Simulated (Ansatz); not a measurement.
Consider the redistribution: `[NH2][Cd][F]` + `CC(C)[SiH](F)F` → `C[CH](C)[Cd][NH2]` + `F[SiH](F)F`.

Gas-phase electronic energies from Ansatz, PBE0-D4/def2-TZVP geometries. CCSD(T)/CBS is the MP2 limit (def2-TZVPP, def2-QZVPP) plus CCSD(T) − MP2 in def2-TZVPP, frozen cores. DFT in def2-TZVPP. HSE06 is defined as in plane-wave codes. def2 core potentials past Kr. For Cd outer-core shells are correlated without core-valence functions, which leaves a few kJ/mol of doubt a bond. One conformer a species, not always the lowest.

```tsv
level	ΔE (kcal/mol)	difference from CCSD(T)/CBS
PBE-D4	-16.1	3.1
HSE06-D4	-17.1	2.1
ωB97X-V	-15.4	3.8
PBE-QIDH	-19.8	-0.6
PBE	-16.5	2.7
CAM-B3LYP	-17.4	1.8
LC-ωPBE	-14.4	4.8
HF/def2-TZVPP	-16.8	2.4
HF/def2-QZVPP	-16.4	2.8
SCS-MP2/def2-QZVPP	-21.3	-2.1
CCSD(T)/CBS	-19.2	0
```

Largest T1 diagnostic among the species: 0.016.

From r2SCAN to r2SCAN0 (25 % exact exchange), in def2-TZVPP and without D4, ΔE moves by −0.7 kcal/mol. At CCSD(T), def2-SVP lies +2.7 kcal/mol from the extrapolated value and def2-TZVPP −2.2 kcal/mol. Leaving LDA and LC-ωPBE aside and taking each functional with its dispersion term where it has one, the values, not all of them listed here, spread over 4.7 kcal/mol, from PBE-QIDH to revPBE-D4. LDA lies −3.1 kcal/mol from PBE without D4.
